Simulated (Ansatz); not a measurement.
Calculated with Ansatz (gas phase, PBE0-D4/def2-TZVP geometries, no zero-point term in ΔE). CBS: MP2 limit from def2 TZ/QZ plus the TZ coupled-cluster correction, frozen cores. This one scheme is used for every species. DFT in def2-TZVPP. B3LYP here is the variant with VWN-RPA as its local correlation; programs differ in this. One conformer a species, not always the lowest.

Consider the formal hydrolysis of the Al–C bond: `N#[C][Al]([Cl])[Cl]` + H₂O → `[OH][Al]([Cl])[Cl]` + `C#N`.

Question: Is it downhill or uphill in electronic energy at CCSD(T)/CBS, and by how much? (Best estimate.)

Answer: Ansatz gave: Downhill: ΔE = -0.76 eV.

Question: What do these levels give: PBE-D4, BLYP-D4, B3LYP-D4, ωB97M-V, revPBE, r2SCAN, r2SCANh, r2SCAN0, HF/def2-SVP, HF/def2-QZVPP, MP2/def2-QZVPP, CCSD/CBS(def2)? (An estimate is asked.)

Answer: Computed: PBE-D4 -0.73, BLYP-D4 -0.79, B3LYP-D4 -0.80, ωB97M-V -0.79, revPBE -0.72, r2SCAN -0.81, r2SCANh -0.81, r2SCAN0 -0.81, HF/def2-SVP -0.79, HF/def2-QZVPP -0.84, MP2/def2-QZVPP -0.77, CCSD/CBS(def2) -0.78 eV.

Largest T1 diagnostic among the species: 0.014.

In def2-TZVPP, CCSD(T) changes the Hartree–Fock value by +0.06 eV (the triples alone add +0.02 eV) and MP2 by +0.05 eV. Leaving LDA and LC-ωPBE aside and taking each functional with its dispersion term where it has one, the values, not all of them listed here, spread over 0.13 eV, from CAM-B3LYP-D4 to revPBE-D4. LDA lies −0.06 eV from PBE without D4.
